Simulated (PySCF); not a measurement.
**Cd⁺ (cadmium, charge +1) across methods**

[Kr] 4d9 5s1 6s1, high-spin 4D determinant (an excited configuration). Calculation: PySCF 2.14, in x2c-QZVPPall with one added diffuse shell each of s, p, d, f, g type (14s9p8d5f3g, 143 functions); the spin-free X2C one-electron Hamiltonian (Gaussian nucleus).

| method | E (hartree) | mean ε 4d β (eV) | mean ε 5s α (eV) | mean ε 6s α (eV) | Σ⟨r²⟩ (bohr²) | ⟨S²⟩ |
| --- | --- | --- | --- | --- | --- | --- |
| PBE | -5592.57 | -28.918 | -18.713 | -5.877 | 71.13 | 3.751 |
| LDA | -5587.30 | -29.115 | -19.111 | -5.856 | 70.67 | 3.750 |
| UHF | -5590.43968 | -37.203 | -21.676 | -6.835 | 75.63 | 3.752 |
| PBE0 | -5592.65 | -31.266 | -19.598 | -6.206 | 71.76 | 3.751 |
| r2SCAN | -5592.98 | -29.380 | -18.800 | -5.810 | 71.33 | 3.752 |

The outer electron is Rydberg-like, and this basis confines it to a smaller radius and binds it less than a complete one would.
